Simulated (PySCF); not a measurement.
# HRuN + F₂ → FRuN + HF

Level: PBE0 in the def2-TZVP basis family, computed in PySCF with density fitting; scalar-relativistic core potentials for atoms from Rb on, none lighter, no spin–orbit coupling; open shells unrestricted.

| species | state and structure | E (Eh) | ZPE (kJ/mol) | H(298 K) − H(0) (kJ/mol) | S° (J/(mol K)) |
| --- | --- | --- | --- | --- | --- |
| HRuN | singlet, Cs, Ru–H 1.632 Å, Ru–N 1.548 Å; H–Ru–N 105.7° | -150.10761 | 22.0 | 10.6 | 252.0 |
| F₂ | singlet, D∞h, F–F 1.376 Å | -199.40856 | 6.6 | 8.7 | 201.9 |
| FRuN | singlet, Cs, Ru–F 1.914 Å, Ru–N 1.548 Å; F–Ru–N 156.2° | -249.35711 | 12.0 | 12.1 | 275.5 |
| HF | singlet, C∞v, H–F 0.920 Å | -100.39188 | 24.9 | 8.7 | 173.6 |

**Question.** What is the electronic reaction energy?

**Answer.** At PBE0/def2-TZVP, ΔE = -611.3 kJ/mol from the differences of the total energies times 2625.5, downhill. 

**Question.** Add zero-point, thermal and entropy terms for 298.15 K and 1 bar.

**Answer.** ΔZPE = 8.3 and Δ[H(298) − H(0)] = 1.5 kJ/mol give ΔH° = -601.5 kJ/mol. ΔS° = -4.8 J/(mol K), so ΔG° = -601.5 − 298.15 × (-0.0048) = -600 kJ/mol.

The structures come from searches over a few start shapes, so lower isomers are not excluded.
